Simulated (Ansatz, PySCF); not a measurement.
System: trichloro(hydroxy)silane, sum formula HSiOCl₃, charge 0, multiplicity 1. 
Coordinates optimised at B3LYP-D3(BJ)/def2-TZVP (Ansatz, a quantum-chemistry and plane-wave program):
```xyz
6

Si     0.2280    -0.0390     0.1385
Cl     0.3609     1.6070    -1.0631
Cl    -0.2065    -1.6452    -1.0459
Cl    -1.2385     0.2241     1.5130
O      1.6023    -0.2744     0.9646
H      2.4188    -0.4195     0.4774
```
Charge 0, spin multiplicity 1.

Wanted: vertical ionisation energy (to the doublet state of charge +1; each state is the SCF solution reached for its spin; for the doublet the Hartree-Fock reference is unstable and T1 is 0.018), in eV. Cores are frozen in the correlated levels unless marked. UHF or UKS for open shells. Spin-orbit coupling is left out. No relativistic terms. CBS(X,Y): correlation extrapolated as X^-3; Hartree-Fock from the larger set. The program attaches cautions to a run behind CCSD/aug-cc-pV(D+d)Z: other roots. The program attaches cautions to a run behind CCSD(T)/aug-cc-pV(D+d)Z: other roots.

| level | program | vertical ionisation energy (eV) |
|---|---|---|
| HF/aug-cc-pV(T+d)Z | Ansatz | 11.35 |
| HF/aug-cc-pV(Q+d)Z | Ansatz | 11.34 |
| SVWN5/def2-TZVPD | Ansatz | 10.97 |
| PBE/def2-TZVPD | Ansatz | 10.80 |
| r2SCAN/def2-TZVPD | Ansatz | 11.10 |
| B3LYP/def2-TZVPD | Ansatz | 11.30 |
| PBE0/def2-TZVPD | Ansatz | 11.41 |
| BHLYP/def2-TZVPD | Ansatz | 11.77 |
| CAM-B3LYP/def2-TZVPD | Ansatz | 11.72 |
| wB97M-V/def2-TZVPD | Ansatz | 11.82 |
| wB97X-V/def2-TZVPD | Ansatz | 11.92 |
| B2PLYP/def2-TZVPD | Ansatz | 11.54 |
| RI-MP2/aug-cc-pV(T+d)Z | Ansatz | 12.38 |
| RI-MP2/aug-cc-pV(Q+d)Z | Ansatz | 12.47 |
| RI-MP2/CBS(aug-cc-pV(T+d)Z,aug-cc-pV(Q+d)Z) | Ansatz | 12.55 |
| CCSD/aug-cc-pV(D+d)Z | Ansatz | 11.86 |
| CCSD(T)/aug-cc-pV(D+d)Z | Ansatz | 11.70 |

For comparison, minus the highest occupied orbital energy (PySCF): 10.74 eV at CAM-B3LYP/def2-TZVPD, 12.69 eV at HF/def2-TZVPD, 10.71 eV at M06-2X/def2-TZVPD.
